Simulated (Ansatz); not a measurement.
Relaxation of H6O2Si2 (10 atoms, charge 0, multiplicity 1), to a largest force component of 0.02 eV/Å in at most 40 steps.

Computed with RKS B3LYP/cc-pVDZ (Ansatz).

```xyz
10
Properties=species:S:1:pos:R:3
Si 0.000 0.000 0.000
O 0.000 0.000 1.680
H -0.909 -0.281 2.017
H 1.377 0.000 -0.486
O -0.791 1.371 -0.559
Si -2.400 1.426 -1.040
H -3.212 0.642 -0.114
H -2.862 2.811 -1.038
H -2.527 0.874 -2.385
H -0.688 -1.191 -0.486
```

Task: Where does it end, and by what steps?

Result: The forces met the threshold. After 6 steps the energy has fallen by 0.189 eV; H7 moved furthest, 0.37 Å.

```json
{"step": "0", "energy less start (eV)": "0.0000", "largest force component (eV/Å)": "1.695", "accepted": "yes"}
{"step": "1", "energy less start (eV)": "-0.1296", "largest force component (eV/Å)": "0.612", "accepted": "yes"}
{"step": "2", "energy less start (eV)": "-0.1609", "largest force component (eV/Å)": "0.264", "accepted": "yes"}
{"step": "3", "energy less start (eV)": "-0.1842", "largest force component (eV/Å)": "0.274", "accepted": "yes"}
{"step": "4", "energy less start (eV)": "-0.1877", "largest force component (eV/Å)": "0.165", "accepted": "yes"}
{"step": "5", "energy less start (eV)": "-0.1887", "largest force component (eV/Å)": "0.055", "accepted": "yes"}
{"step": "6", "energy less start (eV)": "-0.1890", "largest force component (eV/Å)": "0.009", "accepted": "yes"}
```

```xyz
10
Properties=species:S:1:pos:R:3
Si 0.029 -0.081 0.040
O 0.113 -0.057 1.718
H -0.691 -0.313 2.189
H 1.417 0.187 -0.410
O -0.957 1.140 -0.554
Si -2.510 1.464 -1.113
H -3.530 0.783 -0.252
H -2.717 2.940 -1.059
H -2.666 0.981 -2.520
H -0.503 -1.392 -0.449
```

Whether the end is a true minimum wasn't checked by a vibrational analysis.

The run took 18 s on 1 thread of Intel(R) Xeon(R) 6975P-C (Granite Rapids) (shared host), peak memory 0.21 GiB.
